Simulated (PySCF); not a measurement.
C2H10BN, SMILES [BH3]<-N(C)C (connectivity only; charge and spin as stated), neutral, multiplicity 1.

The structure is a stationary point at B3LYP-D3(BJ)/def2-SVP. The isomer is the one that the SMILES or the coordinates give; other isomers of the formula were not compared. The values are those of a single conformer.

These are TDA-LC-ωPBE/def2-SVPD in PySCF values and carry that method's errors.

Vertical excitations. Isolated molecule, no solvent. State labels are in the subgroup Cs.

| state | symmetry | energy (eV) | λ (nm) | f | main pairs |
|---|---|---|---|---|---|
| S1 | A" | 7.92 | 157 | 0.046 | HOMO→LUMO 72 % |
| S2 | A' | 8.10 | 153 | 0.064 | HOMO−1→LUMO 76 % |
| S3 | A" | 8.94 | 139 | 0.066 | HOMO→LUMO+3 43 %, HOMO→LUMO+2 37 %, HOMO→LUMO+4 9 % |
| S4 | A' | 9.01 | 138 | 0.050 | HOMO−1→LUMO+3 43 %, HOMO−1→LUMO+2 40 %, HOMO−1→LUMO+4 6 % |
| S5 | A' | 9.24 | 134 | 0.003 | HOMO−2→LUMO 73 %, HOMO−2→LUMO+3 15 % |
| S6 | A' | 9.50 | 130 | 0.006 | HOMO−1→LUMO+3 35 %, HOMO−1→LUMO+4 21 %, HOMO−1→LUMO+2 16 %, HOMO−1→LUMO+7 6 % |
| S7 | A" | 9.53 | 130 | 0.008 | HOMO→LUMO+3 24 %, HOMO→LUMO+2 21 %, HOMO→LUMO+7 18 %, HOMO−1→LUMO+1 10 % |
| S8 | A" | 9.81 | 126 | 0.000 | HOMO−1→LUMO+1 68 % |
| S9 | A' | 9.81 | 126 | 0.004 | HOMO→LUMO+1 71 %, HOMO→LUMO+6 12 % |
| S10 | A" | 9.93 | 125 | 0.011 | HOMO→LUMO+4 38 %, HOMO→LUMO+2 19 %, HOMO→LUMO+7 13 %, HOMO→LUMO 10 % |
| T1 | A" | 7.63 | 162 | 0 | HOMO→LUMO 64 % |
| T2 | A' | 7.76 | 160 | 0 | HOMO−1→LUMO 63 %, HOMO−1→LUMO+4 12 % |
| T3 | A" | 8.57 | 145 | 0 | HOMO→LUMO+2 34 %, HOMO→LUMO+3 31 %, HOMO→LUMO+4 15 % |
| T4 | A' | 8.61 | 144 | 0 | HOMO−1→LUMO+3 36 %, HOMO−1→LUMO+2 32 %, HOMO−1→LUMO+4 8 % |
Triplets are in the Tamm–Dancoff approximation.
